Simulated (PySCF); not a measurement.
Species: P₂H₄ (charge +1, doublet). SMILES of the parent species: PP
Geometry from a B3LYP-D3(BJ)/def2-TZVP (Ansatz) optimisation:
```xyz
6

P     -1.0046    -0.3791    -0.0325
P      1.0046     0.3791     0.0325
H     -1.5948     0.1917     1.1142
H     -1.5887     0.3637    -1.0795
H      1.5887    -0.3637     1.0795
H      1.5948    -0.1917    -1.1142
```
Charge +1, spin multiplicity 2.

Dispersion corrections to the total energy (kcal/mol) from the dftd3 and dftd4 libraries through PySCF: D3(BJ) without and D4 with the three-body term, each with the damping fitted for the functional named.

| functional | D3(BJ) | D4 |
|---|---|---|
| HF | -24.98 | ___ |
| PBE | -2.70 | ___ |
| TPSS | -3.46 | -2.56 |
| PW6B95 | -1.52 | -1.74 |
| HSE06 | -1.85 | -1.48 |
| BP86 | ___ | -2.55 |
| revPBE | -6.80 | -5.68 |

Problem. What belongs in the gaps?

Solution. 
- HF, D4: -6.99
- PBE, D4: -1.90
- BP86, D3(BJ): -4.63
